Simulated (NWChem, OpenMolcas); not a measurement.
**From NWChem to OpenMolcas**

This NWChem 7.3.0 job computes CH4BFO (SMILES OCBF):

job.nw:
```
start job
title "CH4BFO hf"
memory stack 880 mb heap 220 mb global 1100 mb

geometry units angstrom noautosym nocenter noautoz
O    -1.240500    0.762600   -0.169300
C     0.117900    0.425000   -0.013600
B     0.368600   -1.112000    0.076000
F    -0.622900   -1.976700    0.007200
H    -1.319100    1.717500   -0.217300
H     0.563100    0.872000    0.893700
H     0.744200    0.799800   -0.843400
H     1.481000   -1.545400    0.210800
end

basis spherical bse
* library STO-3G
end

scf
thresh 1e-08
maxiter 80
end

task scf gradient
```

```bash
$ nwchem job.nw > job.out
```

Geometry: relaxed at PBE0-D4/def2-TZVP. This is one conformer, not always the lowest.

The shape isn't stationary at this level (largest force 2.7 eV/Å).

It gives a total energy of -236.017570 Eh.

Translate the job to OpenMolcas 26.06 as an input file of the program's own.

For example:

mol.inp:
```
* CH4BFO Hartree-Fock
>>> EXPORT MOLCAS_PRINT=2

&GATEWAY
 BasLib
 $CurrDir
 Coord
 8
 angstrom
 O       -1.240500       0.762600      -0.169300
 C        0.117900       0.425000      -0.013600
 B        0.368600      -1.112000       0.076000
 F       -0.622900      -1.976700       0.007200
 H       -1.319100       1.717500      -0.217300
 H        0.563100       0.872000       0.893700
 H        0.744200       0.799800      -0.843400
 H        1.481000      -1.545400       0.210800
 Basis
 STO-3G
 Group
 NoSym

&SEWARD

&SCF
 Thresholds
 1e-10 1e-07 1e-07 1e-05
 PrOrbitals
 1 1

&ALASKA
```

```bash
$ export MOLCAS_MEM=1860
$ pymolcas mol.inp > mol.log
```

(Basis files named in the input come from the Basis Set Exchange and aren't shown.)

Its energy is -236.017570 Eh, the same as the first but for the last digit, at most.
